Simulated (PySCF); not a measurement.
Input of a run (PBE0-D3(BJ)/def2-SVP geometry optimisation, gas phase (PySCF 2.14.0)), started from a GFN2-xTB structure with every atom displaced at random (by about 0.03 Å):
```
{"job": {"xc": "PBE0", "basis": "def2-SVP", "d3": "d3bj", "grid": 1, "maxiter": 40, "shake": 0.03, "kind": "geom"}, "charge": 0, "multiplicity": 1}
Ge    -1.011540    -1.745660     0.070640
Cl    -2.236320    -3.465500     0.115000
C      0.128630    -1.651160     1.568580
Ge     1.359490     0.036840     1.520060
Cl     2.599490     0.042890     3.135500
C      2.278600     0.117770    -0.175540
Ge     1.050160     0.063890    -1.698120
Cl     2.158370     0.160460    -3.531220
C     -0.053980    -1.588950    -1.586960
C     -0.196200     1.637450    -1.565390
Ge    -1.237310     1.559460     0.134130
Cl    -2.486980     3.247220     0.245160
C     -2.374730    -0.069860     0.138430
C     -0.002480     1.610290     1.667550
H      0.835240    -2.542700     1.549290
H     -0.365070    -1.655250     2.554460
H      2.895660     1.046080    -0.208350
H      2.943230    -0.727740    -0.211400
H     -0.738260    -1.662830    -2.486140
H      0.535740    -2.449470    -1.700250
H      0.345400     2.566370    -1.668000
H     -0.851360     1.584850    -2.469410
H     -2.843980    -0.104850     1.027080
H     -3.010260    -0.108280    -0.681210
H      0.676900     2.487570     1.643420
H     -0.539850     1.617020     2.582640
```

Output (energies in Eh, forces in Eh/bohr):
```
step   0  E = -10381.25921351  max force = 0.109330
step   1  E = -10381.30834778  max force = 0.023304
step   2  E = -10381.31195331  max force = 0.007255
step   3  E = -10381.31257617  max force = 0.001577
step   4  E = -10381.31264813  max force = 0.001620
step   5  E = -10381.31265414  max force = 0.001973
step   6  E = -10381.31267051  max force = 0.001358
step   7  E = -10381.31270696  max force = 0.000717
step   8  E = -10381.31272764  max force = 0.000494
step   9  E = -10381.31273249  max force = 0.000413
optimisation converged
```

Summarise the run.

The energy falls by 33.6 kcal/mol over 10 energy and gradient evaluations, the largest force component goes from 0.1093 to 4.1e-04 Eh/bohr, and the atoms move by 0.069 Å rms after alignment. The bond that changes most is Ge1–C13 (ends: germanium bonded to 3 C and Cl; carbon bonded to 2 Ge and 2 H), which shortens by 0.209 Å. Bonds longer at the end by more than 0.005 Å: 13 of 28; shorter: 14. Among the angles that change most is Ge4–C14–H25, from 101.2° to 109.9°. The energy never rose by more than 1e-6 Eh on the way. The first step brought 92 % of the lowering.

What are the final bond lengths?

Ge1–Cl2 2.174 Å, Ge1–C3 1.950 Å, Ge1–C9 1.953 Å, Ge1–C13 1.953 Å, C3–Ge4 1.950 Å, C3–H15 1.101 Å, C3–H16 1.101 Å, Ge4–Cl5 2.170 Å, Ge4–C6 1.951 Å, Ge4–C14 1.950 Å, C6–Ge7 1.949 Å, C6–H17 1.101 Å, C6–H18 1.101 Å, Ge7–Cl8 2.173 Å, Ge7–C9 1.953 Å, Ge7–C10 1.952 Å, C9–H19 1.101 Å, C9–H20 1.101 Å, C10–Ge11 1.951 Å, C10–H21 1.101 Å, C10–H22 1.101 Å, Ge11–Cl12 2.174 Å, Ge11–C13 1.952 Å, Ge11–C14 1.951 Å, C13–H23 1.101 Å, C13–H24 1.101 Å, C14–H25 1.101 Å, C14–H26 1.101 Å. Numbering counts from 1 in the input's order; the species is (ClGe)4CH26 adamantane (C6H12Cl4Ge4).

The run used 344 basis functions and 62 SCF cycles in all.

No frequency check. One conformer, not necessarily the lowest.
